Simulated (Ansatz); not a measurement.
Input file for CH3ClFGaO (`O[CH2][Ga]([F])[Cl]`):

```yaml
crystal:
  periodic: [false, false, false]
  atoms:
    - {symbol: O, position_ang: [-0.062232, 1.184703, 1.206592]}
    - {symbol: C, position_ang: [-0.269137, -0.154682, 0.829943]}
    - {symbol: Ga, position_ang: [0.404488, -0.531468, -0.993832]}
    - {symbol: F, position_ang: [0.899662, -2.088126, -1.615936]}
    - {symbol: Cl, position_ang: [0.546263, 1.057917, -2.420825]}
    - {symbol: H, position_ang: [-0.479818, 1.768151, 0.567374]}
    - {symbol: H, position_ang: [-1.322794, -0.456356, 0.893694]}
    - {symbol: H, position_ang: [0.283558, -0.780149, 1.532990]}
basis:
  gaussian: {orbitals: def2-SVP}
correlation: {method: ccsd_t}
```

```sh
$ ansatz run in.yaml --threads 4 --pin off --events-out ev --progress --plain --max-ram 10444MiB
```

Log, shortened:

```
Functional definition: HF
  name "HF"
  cite "Fock, Z. Phys. 61, 126 (1930) doi:10.1007/BF01340294"
  parent pbe
  exchange = exact_x
  correlation = 0
1037 factors; integrals over basis functions are off by at most 1.2e-3 eV
mean field evaluation 1: about -70642.5862 eV, gradient 4.0e1 eV
mean field evaluation 2: about -70642.6398 eV, gradient 4.0e1 eV
mean field evaluation 4: about -70645.9069 eV, gradient 3.0e0 eV
mean field evaluation 8: about -70645.9439 eV, gradient 3.3e-4 eV
mean field -70645.94392634 eV, -2596.1905537521 hartree, gradient 7.3e-7 eV, S^2 0.000000; 0 other end points of the search recorded, 0 dependent functions left out
17 core orbitals not correlated: weight in the atoms' cores, before any rotation towards them, 1.000 or more for the frozen orbitals, at most 0.000 for the correlated occupied ones
reference -70645.94392634 eV, -2596.1905537521 hartree; 20, 20 occupied and 70, 70 virtual orbitals, 1037 factors
second order -23.16398890 eV of doubles, -0.00000000 eV of singles
cycle   1  -23.01303326 eV  change    1.5e-1 eV  update   1.2e-1
cycle   2  -23.58977472 eV  change   -5.8e-1 eV  update   3.5e-2
cycle   3  -23.72273724 eV  change   -1.3e-1 eV  update   1.8e-2
cycle   4  -23.71615349 eV  change    6.6e-3 eV  update   4.4e-3
cycle   5  -23.71239300 eV  change    3.8e-3 eV  update   2.1e-3
cycle   6  -23.71254008 eV  change   -1.5e-4 eV  update   6.3e-4
cycle   7  -23.71236031 eV  change    1.8e-4 eV  update   2.4e-4
cycle   8  -23.71229546 eV  change    6.5e-5 eV  update   8.3e-5
cycle   9  -23.71231609 eV  change   -2.1e-5 eV  update   3.6e-5
perturbative correction -0.58702840 eV, -0.0215728957 hartree
Total energy: -70670.24327083 eV, -2597.0835381915 hartree
```

Hardware: 4 threads of an Intel Xeon on a shared host. Wall time 14 s, peak host memory 0.5 GiB.

Correlation energy per correlated electron: -0.607 eV. T1 diagnostic: 0.0126.
